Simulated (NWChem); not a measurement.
Program: NWChem. System: H$_{5}$PSi, charge 0, spin multiplicity 1, displaced from the optimised geometry. Level: RHF/cc-pVDZ, spin-restricted.

Job file:

```
start mol
memory heap 200 mb stack 900 mb global 1100 mb
geometry units angstroms nocenter noautoz noautosym
  Si    -1.075030     0.095518     0.224138
  P      1.129043    -0.077212    -0.349040
  H     -1.851635    -0.886898    -0.609590
  H     -1.536129     1.486890    -0.114786
  H     -1.359341    -0.170039     1.678920
  H      1.340334    -1.629385     0.543076
  H      1.563795     0.709923     0.778478
end
basis spherical
  * library cc-pvdz
end
scf
  rhf
  nopen 0
  maxiter 100
  thresh 1e-7
  semidirect memsize 60000000 filesize 0
end
task scf energy
```

Output (cleaned and shortened):

```
             Northwest Computational Chemistry Package (NWChem) 7.3.0
             --------------------------------------------------------

                                NWChem Input Module
                                -------------------

 Scaling coordinates for geometry "geometry" by  1.889725989
 (inverse scale =  0.529177249)

                             Geometry "geometry" -> ""
                             -------------------------

 Output coordinates in angstroms (scale by  1.889725989 to convert to a.u.)

  No.       Tag          Charge          X              Y              Z
 ---- ---------------- ---------- -------------- -------------- --------------
    1 Si                  14.0000    -1.07503000     0.09551800     0.22413800
    2 P                   15.0000     1.12904300    -0.07721200    -0.34904000
    3 H                    1.0000    -1.85163500    -0.88689800    -0.60959000
    4 H                    1.0000    -1.53612900     1.48689000    -0.11478600
    5 H                    1.0000    -1.35934100    -0.17003900     1.67892000
    6 H                    1.0000     1.34033400    -1.62938500     0.54307600
    7 H                    1.0000     1.56379500     0.70992300     0.77847800

 Effective nuclear repulsion energy (a.u.)      87.8537549930

            Nuclear Dipole moment (a.u.)
            ----------------------------
        X                 Y               Z
 ---------------- ---------------- ----------------
     0.0798390333    -0.5866408667     0.3371838081


 Summary of "ao basis" -> "" (spherical)
 ------------------------------------------------------------------------------
       Tag                 Description            Shells   Functions and Types
 ---------------- ------------------------------  ------  ---------------------
 *                          cc-pvdz                   on all atoms

 Summary of "ao basis" -> "ao basis" (spherical)
 ------------------------------------------------------------------------------
       Tag                 Description            Shells   Functions and Types
 ---------------- ------------------------------  ------  ---------------------
[...]
  ----- ------------  ---------------      ----- ------------  ---------------
    31      0.354069  2 P  pz                28      0.323695  2 P  pz
    22     -0.285316  2 P  s                 26     -0.228857  2 P  px
    29     -0.223483  2 P  px                21     -0.196113  2 P  s
     8      0.177224  1 Si px

 Vector   18  Occ=0.000000D+00  E= 9.282107D-02
              MO Center=  1.0D+00, -6.4D-01,  5.8D-02, r^2= 4.0D+00
   Bfn.  Coefficient  Atom+Function         Bfn.  Coefficient  Atom+Function
  ----- ------------  ---------------      ----- ------------  ---------------
    53      0.993405  6 H  s                 30      0.725318  2 P  py
    22     -0.635428  2 P  s                 31     -0.372108  2 P  pz
    48      0.289383  5 H  s                 11      0.242487  1 Si px
    27      0.240552  2 P  py                52      0.233995  6 H  s
    13     -0.198114  1 Si pz

 Vector   19  Occ=0.000000D+00  E= 1.405173D-01
              MO Center= -5.6D-01,  8.8D-02,  2.6D-01, r^2= 5.5D+00
   Bfn.  Coefficient  Atom+Function         Bfn.  Coefficient  Atom+Function
  ----- ------------  ---------------      ----- ------------  ---------------
    11      1.315270  1 Si px                22     -1.051437  2 P  s
    29      0.880015  2 P  px                 4      0.709146  1 Si s
    31     -0.369964  2 P  pz                48     -0.258766  5 H  s
    38      0.249283  3 H  s                 58      0.225525  7 H  s
    30     -0.195383  2 P  py                 8      0.180650  1 Si px

 Vector   20  Occ=0.000000D+00  E= 1.512970D-01
              MO Center=  6.2D-01,  2.0D-01,  1.2D-01, r^2= 4.9D+00
   Bfn.  Coefficient  Atom+Function         Bfn.  Coefficient  Atom+Function
  ----- ------------  ---------------      ----- ------------  ---------------
    58      1.333539  7 H  s                 22     -0.902134  2 P  s
    48      0.835243  5 H  s                  4     -0.615046  1 Si s
    31     -0.615206  2 P  pz                30     -0.608845  2 P  py
    13     -0.601038  1 Si pz                29     -0.387328  2 P  px
    43      0.256781  4 H  s                 11      0.196563  1 Si px

 center of mass
 --------------
 x =   0.08969567 y =  -0.00627799 z =  -0.06634229

 moments of inertia (a.u.)
 ------------------
          56.814170647510          25.207912174391          63.797176624101
          25.207912174391         331.679093696241          -4.201625868998
          63.797176624101          -4.201625868998         322.523142854519

  Mulliken analysis of the total density
  --------------------------------------

    Atom       Charge   Shell Charges
 -----------   ------   -------------------------------------------------------
    1 Si  14    13.60   2.00  2.01  0.73  0.42  6.00  1.45  0.74  0.24
    2 P   15    15.08   2.00  2.01  0.88  0.85  6.00  1.64  1.57  0.12
    3 H    1     1.10   0.72  0.36  0.01
    4 H    1     1.10   0.72  0.37  0.01
    5 H    1     1.10   0.72  0.37  0.01
    6 H    1     1.04   0.58  0.45  0.01
    7 H    1     0.99   0.71  0.27  0.02

       Multipole analysis of the density wrt the origin
       ------------------------------------------------

     L   x y z        total         open         nuclear
     -   - - -        -----         ----         -------
     0   0 0 0     -0.000000      0.000000     34.000000

     1   1 0 0     -0.144357      0.000000      0.079839
     1   0 1 0      0.149936      0.000000     -0.586641
     1   0 0 1      0.212911      0.000000      0.337184

     2   2 0 0    -24.065674      0.000000    168.478268
     2   1 1 0      0.515578      0.000000    -15.104422
     2   1 0 1      0.938395      0.000000    -29.698634
     2   0 2 0    -22.804604      0.000000     22.863333
     2   0 1 1      0.110057      0.000000      1.629290
     2   0 0 2    -23.886294      0.000000     23.694981

 Task  times  cpu:        1.9s     wall:        1.9s

 Total times  cpu:        2.0s     wall:        2.0s
```
